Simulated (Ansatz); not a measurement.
Z-matrix (Å, degrees):
```
B
N 1 1.371
Ga 1 1.994 2 67.7
Cl 1 1.743 2 137.0 3 180.0
H 2 1.014 1 130.9 3 -180.0
H 3 1.553 1 164.1 2 0.0
```

Total charge 0; spin multiplicity 1.

Q: List the PBE0/def2-TZVPP orbital energies in eV (Ansatz 0.2.0). (Best estimate.)

A: The calculation gave: Occupied: -10147.35, -2767.32, -1253.22, -1109.38, -1109.33, -1109.27, -391.25, -259.17, -197.45, -197.33, -197.30, -185.89, -151.46, -104.43, -104.28, -104.14, -24.48, -23.47, -23.39, -23.38, -23.34, -23.23, -22.60, -15.39, -12.74, -11.74, -10.08, -10.04, -8.71, -8.42, -6.75. Lowest empty: -1.40, -0.53, 0.55, 0.69, 1.67, 2.22, 2.68, 3.62.
